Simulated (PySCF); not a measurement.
## Ge (germanium, neutral): UHF calculation

Configuration: [Ar] 3d10 4s1 4p3, high-spin 5S determinant (an excited configuration). All numbers are calculated (PySCF 2.14, the spin-free X2C one-electron Hamiltonian (Gaussian nucleus), in x2c-QZVPPall with one added diffuse shell each of s, p, d, f type (12s9p6d5f1g, 113 functions)).

```json
{
 "Total energy": "-2096.988465 hartree",
 "One-electron energy": "-2921.4417 hartree",
 "Hartree (Coulomb) energy": "903.1764 hartree",
 "Exchange energy": "-78.7231 hartree",
 "⟨S²⟩": "6.0027",
 "⟨L²⟩": "0.000",
 "Sum of ⟨r⟩": "24.22 bohr",
 "Sum of ⟨r²⟩": "41.56 bohr²",
 "Langevin diamagnetic susceptibility": "-32.9 ×10⁻⁶ cm³/mol"
}
```

```json
{"shell": "1s α", "electrons": "1", "mean orbital energy (eV)": "-11180.7", "rms radius, mean of both spins (bohr)": "0.0542"}
{"shell": "1s β", "electrons": "1", "mean orbital energy (eV)": "-11180.3", "rms radius, mean of both spins (bohr)": "0.0542"}
{"shell": "2s α", "electrons": "1", "mean orbital energy (eV)": "-1455.0", "rms radius, mean of both spins (bohr)": "0.227"}
{"shell": "2s β", "electrons": "1", "mean orbital energy (eV)": "-1454.8", "rms radius, mean of both spins (bohr)": "0.227"}
{"shell": "2p α", "electrons": "3", "mean orbital energy (eV)": "-1267.1", "rms radius, mean of both spins (bohr)": "0.203"}
{"shell": "2p β", "electrons": "3", "mean orbital energy (eV)": "-1266.8", "rms radius, mean of both spins (bohr)": "0.203"}
{"shell": "3s α", "electrons": "1", "mean orbital energy (eV)": "-202.73", "rms radius, mean of both spins (bohr)": "0.668"}
{"shell": "3s β", "electrons": "1", "mean orbital energy (eV)": "-201.95", "rms radius, mean of both spins (bohr)": "0.668"}
{"shell": "3p α", "electrons": "3", "mean orbital energy (eV)": "-143.07", "rms radius, mean of both spins (bohr)": "0.700"}
{"shell": "3p β", "electrons": "3", "mean orbital energy (eV)": "-142.49", "rms radius, mean of both spins (bohr)": "0.700"}
{"shell": "3d α", "electrons": "5", "mean orbital energy (eV)": "-44.679", "rms radius, mean of both spins (bohr)": "0.814"}
{"shell": "3d β", "electrons": "5", "mean orbital energy (eV)": "-44.364", "rms radius, mean of both spins (bohr)": "0.814"}
{"shell": "4s α", "electrons": "1", "mean orbital energy (eV)": "-20.481", "rms radius, mean of both spins (bohr)": "2.32"}
{"shell": "4p α", "electrons": "3", "mean orbital energy (eV)": "-9.293", "rms radius, mean of both spins (bohr)": "2.91"}
```

Densities and radii are taken from the X2C orbitals without a picture-change correction, which distorts them close to the nucleus.

Spin-orbit constants ζ (cm⁻¹) from the X2C one-electron operator on these orbitals: bare nucleus, nucleus screened by l(l+1)(2l+1)/3 electrons, and screened by the Breit-Pauli mean field of the electrons.

| shell | bare | screened nucleus | mean field |
| --- | --- | --- | --- |
| 2p | 177700 | 166600 | n/a |
| 3p | 23620 | 22150 | n/a |
| 3d | 2592 | 1782 | n/a |
| 4p | 1049 | 983.1 | n/a |
